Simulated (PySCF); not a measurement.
Compound: C₅H₁₄NSi (doublet state).
SMILES with atom numbers: `[CH2:1][SiH2:2][NH:3][C:4]([CH3:5])([CH3:6])[CH3:7]` (hydrogens: H8, H9 on C1; H10, H11 on Si2; H12 on N3; H13, H14, H15 on C5; H16, H17, H18 on C6; H19, H20, H21 on C7)

Structure used (GFN2-xTB), in Å, numbered top down from 1:
```
atom  x, y, z in Å
C1     3.361    0.419   -0.318
Si2    1.815    0.532    0.681
N3     0.570    0.102   -0.423
C4    -0.829   -0.141   -0.135
C5    -1.033   -1.575    0.374
C6    -1.626    0.061   -1.431
C7    -1.320    0.849    0.919
H8     3.386    0.196   -1.369
H9     4.322    0.612    0.122
H10    1.570    1.903    1.162
H11    1.929   -0.336    1.875
H12    0.860   -0.432   -1.230
H13   -0.714   -2.293   -0.380
H14   -2.079   -1.757    0.605
H15   -0.441   -1.735    1.272
H16   -2.688   -0.084   -1.253
H17   -1.303   -0.648   -2.192
H18   -1.467    1.068   -1.809
H19   -0.809    0.682    1.863
H20   -1.122    1.866    0.593
H21   -2.390    0.730    1.075
```

The hyperfine couplings belong to this conformer and change with its torsions.

Computed, not measured: PySCF 2.14.0, UKS B3LYP, pcH-1 on C H N Si, non-relativistic, mean-field spin-orbit, GIAO. Geometry: GFN2-xTB, one conformer, isolated molecule. The geometry wasn't refined by DFT: couplings that depend on bond lengths, twists or pyramidal angles can differ widely from those at the functional's own minimum. Stability of the SCF solution: not tested.

Problem. Break the g tensor into its mass correction, gauge correction and orbital-Zeeman/spin–orbit terms.

Solution. 
```tsv
Δg (ppm)	1	2	3
relativistic mass correction	-123	-123	-123
gauge correction	2	33	19
orbital Zeeman/spin–orbit	36	587	726
total	-85	498	622
```

So g = 2.00223, 2.00282, 2.00294 and g_iso = 2.00266; the tensor is rhombic: the two nearest values differ by 18 % of g3 − g1. Axes: g2 points within 5° of the C1–Si2 bond.

Problem. At 94.308 GHz, how far is the centre of the isotropic spectrum from where a free electron (g = 2.002319) resonates?

Solution. B = hν/(g μB) with μB/h = 13.99624 MHz/mT gives 3365.14 mT for the free electron and 3364.56 mT at g_iso, 0.58 mT lower.

Problem. What effective moment and Curie constant follow for a powder?

Solution. With the mean of g² = 4.0107 and S(S+1) = 0.75: μ_eff = √(⟨g²⟩S(S+1)) = 1.734 μB and χT = 0.12505·⟨g²⟩·S(S+1) = 0.376 cm³ K/mol (cgs; spin-Hamiltonian part alone).

Problem. Average each term over the three axes. Which is largest in size?

Solution. The orbital-Zeeman/spin–orbit term 450, the mass correction -123 and the gauge correction 18 ppm, for a total of 345 ppm. The orbital-Zeeman/spin–orbit term is the largest in size. The mass correction is the same along every axis, so the anisotropy comes from the other two: their spans along these axes are 31 (gauge) and 690 ppm (orbital Zeeman/spin–orbit).

Problem. In a frozen sample, at which fields do the three g values resonate at 9.5, 34, 94 and 263 GHz (hyperfine left aside), and which band first spreads them over more than twice a line width of 0.3 mT?

Solution. 
```csv
band,GHz,B(g3) mT,B(g2) mT,B(g1) mT,spread mT
X,9.5,338.88,338.90,339.00,0.12
Q,34.0,1212.83,1212.90,1213.26,0.43
W,94.0,3353.11,3353.32,3354.30,1.18
J,263.0,9381.58,9382.16,9384.89,3.31
```

The spread grows in proportion to the frequency. W band is the first where it exceeds 0.6 mT.

The largest Mulliken spin population is on C1 (+1.06). The angles at C1 add up to 360.0°, so it is planar; its axial dipolar tensor and the negative couplings of its protons fit spin in a p orbital normal to that plane.

The HOMO–LUMO gaps are 7.06 eV among the α and 3.86 eV among the β orbitals.

Hardware: an Arm Neoverse V1 with one thread, shared host with 32 logical CPUs at a one-minute load of 11. Cost: 1.9 min wall (grids of density and orbitals included), 1.0 GiB resident at most.
